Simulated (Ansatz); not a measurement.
Basis-set extrapolation for `C[B]1[CH2][AlH]1` (PBE0-D4/def2-TZVP geometry, frozen core, the Gaussian-basis code of Ansatz). Multiplicity 1, RHF reference.

```csv
,def2-TZVPP,def2-QZVPP
HF,-345.801183,-345.812901
MP2 correlation,-0.532234,-0.565007
CCSD(T) correlation,-0.598204,not run
```

Energies in hartree. Use E(X) = E(∞) + A·exp(−7.88·√X) for Hartree–Fock and E(X) = E(∞) + B·X^(−2.97) for correlation, with X = 3 and 4, and add CCSD(T) minus MP2 of the smaller set to the MP2 limit.

What is the CCSD(T) energy at the basis-set limit?

HF limit: -345.812901 + (-0.011718) × 0.13774 = -345.81452. MP2 limit: -0.565007 + (-0.032773) × 0.74074 = -0.58928. Higher-order term: -0.598204 − (-0.532234) = -0.06597. Total: -346.46977 hartree, 184.8 kJ/mol below CCSD(T)/def2-TZVPP.
